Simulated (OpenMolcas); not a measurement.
A calculation on Si I.

```json
{
 "Program": "OpenMolcas 26.06",
 "Method": "CASSCF",
 "Basis": "ANO-RCC-VQZP [6s5p3d2f1g]",
 "Scalar Hamiltonian": "DKH2, point nucleus",
 "Active space": "2 electrons in 3 orbitals (3p)",
 "State averaging": "2S+1 = 3 even, 3 roots; 2S+1 = 1 even, 6 roots kept (CI in the orbitals of an earlier block)",
 "Spin-orbit coupling": "state interaction with AMFI integrals over the reference wave functions, term energies averaged over their components"
}
```

Q: Which level of the active space comes out lowest?

A: 3s² 3p² ³P₀, with 100 % of that term; it is also the measured ground level.

Q: How high does 3s² 3p² ³P₁ lie?

A: 66.4 cm⁻¹ above the lowest level; measured 77.1 cm⁻¹ above the ground level, so the calculation is off by -14 %.

Q: How high does 3s² 3p² ³P₂ lie?

A: 195 cm⁻¹ above the lowest level; measured 223 cm⁻¹ above the ground level, so the calculation is off by -13 %.

Q: How high does 3s² 3p² ¹D₂ lie?

A: 8869 cm⁻¹ above the lowest level; measured 6299 cm⁻¹ above the ground level, so the calculation is off by +41 %.

Measured values: NIST Handbook of Basic Atomic Spectroscopic Data.

Without dynamic correlation excited terms often stand tens of per cent too high (terms of higher spin than the ground term too low), and those without a measured partner can miss by more than the paired ones. Terms from blocks run as CI alone lack orbitals of their own. With the s shell closed, the reference lacks s² → p² mixing. Computed and measured levels are paired by configuration, term and J; levels that our copy of the source lacks, or whose pairing is in doubt (as where it misses far off the trend of its configuration), stay unpaired and out of the deviations. Levels of configurations outside the active space are missing.
